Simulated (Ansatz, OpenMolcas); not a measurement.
# Ansatz → OpenMolcas

This Ansatz 0.2.0 job computes triplet C2H3BFN:

job.yaml:
```yaml
crystal:
  periodic: [false, false, false]
  atoms:
    - {symbol: F, position_ang: [0.213200, -1.007300, 1.918400]}
    - {symbol: B, position_ang: [-0.024100, -0.304800, 0.836200]}
    - {symbol: C, position_ang: [0.319000, 1.128500, 0.345800]}
    - {symbol: "N", position_ang: [0.303900, 0.728600, -0.881200]}
    - {symbol: C, position_ang: [-0.301700, -0.640600, -0.682300]}
    - {symbol: H, position_ang: [0.656500, 2.120900, 0.633900]}
    - {symbol: H, position_ang: [0.257100, -1.432700, -1.186200]}
    - {symbol: H, position_ang: [-1.331600, -0.649700, -1.040300]}
basis:
  gaussian:
    orbitals: 3-21G.json
magnetization:
  spin_polarized: true
  initial_magnetization: 2
hamiltonian:
  xc: hf
accuracy: high
output: {orbitals: {seedname: orbitals}}
```

```bash
$ ansatz run job.yaml --threads 1 --pin off --max-ram 3480MiB --events-out events.jsonl --progress --plain --runs-dir runs
```

(Basis files named in the input come from the Basis Set Exchange and aren't shown.)

The shape is that of a PBE0-D4/def2-TZVP optimisation. That shape belongs to the parent species and isn't relaxed for this state.

It gives a total energy of -254.553236 Eh.

Translate the job to OpenMolcas 26.06 as an input file of the program's own.

For example:

calc.input:
```
&GATEWAY
  BasLib = $CurrDir
  Coord
  8
  angstrom
  F        0.213200      -1.007300       1.918400
  B       -0.024100      -0.304800       0.836200
  C        0.319000       1.128500       0.345800
  N        0.303900       0.728600      -0.881200
  C       -0.301700      -0.640600      -0.682300
  H        0.656500       2.120900       0.633900
  H        0.257100      -1.432700      -1.186200
  H       -1.331600      -0.649700      -1.040300
  Basis = 3-21G
  Group = NoSym

&SEWARD

&SCF
  UHF
  Spin = 3
  Thresholds = 1e-10 1e-07 1e-07 1e-05
  PrOrbitals = 1 2
```

```bash
$ export MOLCAS_MEM=1860
$ pymolcas calc.input > calc.log
```

(Basis files named in the input come from the Basis Set Exchange and aren't shown.)

Its energy is -254.553236 Eh, the same as the first but for the last digit, at most.
